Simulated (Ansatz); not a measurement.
Program: Ansatz. Geometries: PBE0-D4/def2-TZVP. ΔE: electronic, gas phase. CCSD(T)/CBS is the MP2 limit (def2-TZVPP, def2-QZVPP) plus CCSD(T) − MP2 in def2-TZVPP, frozen cores. For Se outer-core shells are correlated without core-valence functions, which leaves a few kJ/mol of doubt a bond. Scalar relativity is left out up to krypton. Each species was taken in one conformer, which may not be the lowest.

Consider the ligand exchange at the Si–O bond: `N[SiH](N)O[SiH3]` + `CC[SeH]` → `CC[Se][SiH3]` + `N[SiH](N)O`.

`N[SiH](N)O[SiH3]`:

Z-matrix (Å, degrees):
```
Si
N 1 1.701
O 1 1.643 2 117.5
N 1 1.709 2 106.0 3 117.4
H 1 1.482 2 105.9 3 -116.0
H 2 1.007 1 121.7 3 -69.2
H 2 1.006 1 121.1 3 83.6
Si 3 1.633 1 139.6 2 65.1
H 4 1.007 1 120.5 2 -165.2
H 4 1.007 1 120.1 2 48.4
H 8 1.488 3 110.6 1 80.3
H 8 1.488 3 111.1 1 -40.3
H 8 1.484 3 108.5 1 -160.3
```

`CC[SeH]`:

Cartesian coordinates in Å:
```
C -0.926 0.327 -0.013
C 0.493 0.133 0.470
Se 1.345 -1.498 -0.198
H -1.359 1.231 0.427
H -1.555 -0.522 0.260
H -0.963 0.434 -1.099
H 0.533 0.018 1.555
H 1.134 0.975 0.208
H 1.299 -1.098 -1.611
```

`CC[Se][SiH3]`:

Z-matrix (Å, degrees):
```
C
C 1 1.513
H 1 1.092 2 111.3
H 1 1.093 2 110.1 3 -119.7
H 1 1.092 2 111.3 3 120.6
Se 2 1.972 1 109.7 3 -60.3
H 2 1.090 1 111.4 3 -179.4
H 2 1.090 1 111.4 3 58.9
Si 6 2.265 2 96.7 1 179.4
H 9 1.484 6 106.6 2 -179.8
H 9 1.487 6 111.2 2 60.4
H 9 1.487 6 111.1 2 -60.1
```

`N[SiH](N)O`:

```xyz
10

N    -0.774   -0.862   -0.884
Si    0.426    0.157   -0.209
N    -0.433    1.217    0.815
O     1.575   -0.834    0.436
H    -0.501   -1.671   -1.417
H    -1.626   -0.459   -1.240
H     1.227    1.018   -1.112
H    -1.137    0.881    1.451
H    -0.017    2.076    1.134
H     1.260   -1.522    1.024
```

| species | CCSD(T)/CBS(def2) energy (Eh) |
| --- | --- |
| `N[SiH](N)O[SiH3]` | -767.71574 |
| `CC[SeH]` | -2480.41858 |
| `CC[Se][SiH3]` | -2770.72164 |
| `N[SiH](N)O` | -477.39589 |

(1) Work out ΔE.

Largest T1 diagnostic among the species: 0.011.

## Answers

(1) ΔE = (-2770.72164) + (-477.39589) − (-767.71574) − (-2480.41858) = 0.01679 Eh = +0.46 eV.

In def2-TZVPP, CCSD(T) changes the Hartree–Fock value by −0.19 eV (the triples alone add −0.03 eV) and MP2 by −0.22 eV. From PBE to PBE0 (25 % exact exchange), in def2-TZVPP and without D4, ΔE moves by +0.05 eV.
